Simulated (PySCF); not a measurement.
**Manganese: a sound run and one with changed settings**

Sound run: Mn⁺ [Ar] 3d5 4s1, Mn²⁺ [Ar] 3d5. All numbers are calculated (PySCF 2.14, no relativity, point nucleus, in cc-pVTZ (7s6p4d2f1g, 68 functions)). In the sound run the correlated levels freeze [Ar]. The sound run starts from symmetry-adapted Hartree-Fock orbitals and uses a fine grid where one is needed.

Changed run: the spin-free X2C one-electron Hamiltonian (Gaussian nucleus). This setting is unsound on purpose.

```tsv
species	method	sound run (hartree)	changed run (hartree)	converged
Mn⁺	UHF	-1149.64916	-1155.90495	yes
Mn⁺	TPSS	-1150.75786	-1157.01192	yes
Mn⁺	B3LYP	-1150.75504	-1157.00845	yes
Mn⁺	MP2	-1149.73397	-1155.99051	yes
Mn²⁺	UHF	-1149.10923	-1155.35977	yes
Mn²⁺	TPSS	-1150.17558	-1156.42302	yes
Mn²⁺	B3LYP	-1150.16965	-1156.41698	yes
Mn²⁺	MP2	-1149.17834	-1155.42921	yes
```

Ionisation energy of Mn⁺:

```
 method  sound run (eV)  changed run (eV)
    UHF          14.692            14.835
   TPSS          15.845            16.025
  B3LYP          15.929            16.095
    MP2          15.119            15.274
SCS-MP2          14.835            14.981
```

Most of the change in total energy is the relativistic energy itself. On top of that the contraction fixes the core shape for the Hamiltonian it was made with, so the changed run is not a good calculation with the other Hamiltonian either.

For comparison, NIST gives 15.640 eV between the lowest levels.
